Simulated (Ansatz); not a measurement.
Start from `C[SiH](C)[AlH2]` and change one atom or group to get `C[SiH](C)[NH][AlH2]`.

Ansatz, PBE0-D4/def2-TZVP geometries, multiplicity 1. Each molecule was computed in one conformer, which needn't be the lowest.

| property | `C[SiH](C)[AlH2]` |
| --- | --- |
| HOMO energy (PBE0/def2-TZVPP) / eV | -7.00 |
| size of the dipole moment (PBE/def2-TZVPP) / D | 1.13 |
| LUMO energy (ωB97M-V/def2-TZVPP) / eV | -0.28 |
| size of the dipole moment (ωB97M-V/def2-TZVPP) / D | 1.02 |
| size of the dipole moment (B3LYP/def2-TZVPP) / D | 1.04 |
| HOMO energy (ωB97M-V/def2-TZVPP) / eV | -8.99 |

(1) What does the change do to each property? (Estimate.)

Answers

(1) Ansatz gave: 
```
                                          property  `C[SiH](C)[NH][AlH2]`  shift
                HOMO energy (PBE0/def2-TZVPP) / eV                  -7.45  -0.45
    size of the dipole moment (PBE/def2-TZVPP) / D                   1.51   0.38
             LUMO energy (ωB97M-V/def2-TZVPP) / eV                   0.77   1.05
size of the dipole moment (ωB97M-V/def2-TZVPP) / D                   1.40   0.38
  size of the dipole moment (B3LYP/def2-TZVPP) / D                   1.40   0.36
             HOMO energy (ωB97M-V/def2-TZVPP) / eV                  -9.75  -0.76
```

With PBE0 the HOMO falls by 0.45 eV and the LUMO rises by 1.09 eV, so the gap widens by about 1.54 eV. PBE moves the HOMO by -0.27 eV and ωB97M-V by -0.76 eV. Dipoles are sizes alone; their direction can turn.

B3LYP here is the variant with VWN-RPA as its local correlation; programs differ in this.
